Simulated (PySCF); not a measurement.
C3H11Si3 (SMILES C1[SiH]C[SiH2]C[SiH2]1), doublet, geometry from GFN2-xTB; DF-HF/cc-pV(D+d)Z (PySCF).

PySCF was given this input:
```python
from pyscf import gto, scf

mol = gto.Mole()
mol.atom = '''
    C     1.596900   -0.403896   -0.874543
    Si    0.381688   -1.793286   -0.413177
    C    -1.407404   -1.146052   -0.428751
    Si   -1.663248    0.391683    0.664884
    C    -0.400697    1.714825    0.154446
    Si    1.411699    1.151290    0.208610
    H     1.458090   -0.123865   -1.919272
    H     2.617035   -0.776934   -0.795975
    H     0.720374   -2.380030    0.892503
    H    -1.703895   -0.904973   -1.450083
    H    -2.079400   -1.937098   -0.099097
    H    -1.466148    0.028475    2.075205
    H    -3.030956    0.910026    0.497754
    H    -0.635133    2.058458   -0.853395
    H    -0.519080    2.582658    0.801407
    H     1.796961    0.834563    1.591010
    H     2.287416    2.223828   -0.291410
'''
mol.basis = 'cc-pv(d+d)z'
mol.charge = 0
mol.spin = 1
mol.verbose = 4
mol.build()

mf = scf.UHF(mol)
mf = mf.density_fit(auxbasis='def2-universal-jkfit')
mf.kernel()
```

### Question
Predict the main parts of the log of this PySCF run.

### Answer

```
PySCF version 2.14.0

[INPUT] verbose = 4
[INPUT] num. atoms = 17
[INPUT] num. electrons = 71
[INPUT] charge = 0
[INPUT] spin (= nelec alpha-beta = 2S) = 1
[INPUT] symmetry False subgroup None
[INPUT] Mole.unit = angstrom
[INPUT] Symbol           X                Y                Z      unit          X                Y                Z       unit  Magmom
[INPUT]  1 C      1.596900000000  -0.403896000000  -0.874543000000 AA    3.017703648318  -0.763252822807  -1.652646754156 Bohr   0.0
[INPUT]  2 Si     0.381688000000  -1.793286000000  -0.413177000000 AA    0.721285785033  -3.388819403017  -0.780791370969 Bohr   0.0
[INPUT]  3 C     -1.407404000000  -1.146052000000  -0.428751000000 AA   -2.659608106617  -2.165724404510  -0.810221965633 Bohr   0.0
[INPUT]  4 Si    -1.663248000000   0.391683000000   0.664884000000 AA   -3.143083197231   0.740173597648   1.256448664605 Bohr   0.0
[INPUT]  5 C     -0.400697000000   1.714825000000   0.154446000000 AA   -0.757207588935   3.240549601557   0.291860641035 Bohr   0.0
[INPUT]  6 Si     1.411699000000   1.151290000000   0.208610000000 AA    2.667724480322   2.175622789951   0.394215766846 Bohr   0.0
[INPUT]  7 H      1.458090000000  -0.123865000000  -1.919272000000 AA    2.755390764967  -0.234070926419  -3.626898438546 Bohr   0.0
[INPUT]  8 H      2.617035000000  -0.776934000000  -0.795975000000 AA    4.945479408401  -1.468192476863  -1.504174752001 Bohr   0.0
[INPUT]  9 H      0.720374000000  -2.380030000000   0.892503000000 AA    1.361309567257  -4.497604868249   1.686586235353 Bohr   0.0
[INPUT] 10 H     -1.703895000000  -0.904973000000  -1.450083000000 AA   -3.219894895016  -1.710151120126  -2.740259727888 Bohr   0.0
[INPUT] 11 H     -2.079400000000  -1.937098000000  -0.099097000000 AA   -3.929496503421  -3.660584696443  -0.187266189766 Bohr   0.0
[INPUT] 12 H     -1.466148000000   0.028475000000   2.075205000000 AA   -2.770618178079   0.053809951397   3.921569102328 Bohr   0.0
[INPUT] 13 H     -3.030956000000   0.910026000000   0.497754000000 AA   -5.727676735607   1.719699906233   0.940618737407 Bohr   0.0
[INPUT] 14 H     -0.635133000000   2.058458000000  -0.853395000000 AA   -1.200227422673   3.889921858920  -1.612682826073 Bohr   0.0
[INPUT] 15 H     -0.519080000000   2.582658000000   0.801407000000 AA   -0.980919036739   4.880516293417   1.514439744309 Bohr   0.0
[INPUT] 16 H      1.796961000000   0.834563000000   1.591010000000 AA    3.395764146525   1.577095503695   3.006573161444 Bohr   0.0
[INPUT] 17 H      2.287416000000   2.223828000000  -0.291410000000 AA    4.322589772948   4.202425868139  -0.550685089960 Bohr   0.0

nuclear repulsion = 433.791226361248
number of shells = 40
number of NR pGTOs = 293
number of NR cGTOs = 166
basis = cc-pv(d+d)z
ecp = {}

******** <class 'pyscf.df.df_jk.DFUHF'> ********
method = DFUHF
initial guess = minao
damping factor = 0
level_shift factor = 0
DIIS = <class 'pyscf.scf.diis.CDIIS'>
diis_start_cycle = 1
diis_space = 8
diis_damp = 0
SCF conv_tol = 1e-09
SCF conv_tol_grad = None
SCF max_cycles = 50
direct_scf = False
number electrons alpha = 36  beta = 35
Set gradient conv threshold to 3.16228e-05
******** <class 'pyscf.df.df.DF'> ********
auxbasis = def2-universal-jkfit
init E= -987.379126785384

cycle= 1 E= -986.747434637444  delta_E= 0.632  |g|= 0.266  |ddm|= 4.46
cycle= 2 E= -986.820517109171  delta_E= -0.0731  |g|= 0.0786  |ddm|= 0.814
cycle= 3 E= -986.829582250384  delta_E= -0.00907  |g|= 0.0191  |ddm|= 0.289
cycle= 4 E= -986.830185146156  delta_E= -0.000603  |g|= 0.00919  |ddm|= 0.0686
cycle= 5 E= -986.830329207868  delta_E= -0.000144  |g|= 0.0036  |ddm|= 0.0322
cycle= 6 E= -986.830360731445  delta_E= -3.15e-05  |g|= 0.00139  |ddm|= 0.0184
cycle= 7 E= -986.830365310857  delta_E= -4.58e-06  |g|= 0.000547  |ddm|= 0.00741
cycle= 8 E= -986.83036593571  delta_E= -6.25e-07  |g|= 0.000204  |ddm|= 0.00272
cycle= 9 E= -986.830366034916  delta_E= -9.92e-08  |g|= 7.89e-05  |ddm|= 0.00113
cycle= 10 E= -986.830366050115  delta_E= -1.52e-08  |g|= 3.24e-05  |ddm|= 0.000467
cycle= 11 E= -986.830366052622  delta_E= -2.51e-09  |g|= 1.19e-05  |ddm|= 0.000204
cycle= 12 E= -986.830366052912  delta_E= -2.91e-10  |g|= 5.38e-06  |ddm|= 5.38e-05
Extra cycle  E= -986.830366052951  delta_E= -3.82e-11  |g|= 3.4e-06  |ddm|= 1.5e-05
converged SCF energy = -986.830366052951  <S^2> = 0.75391979  2S+1 = 2.003916
```
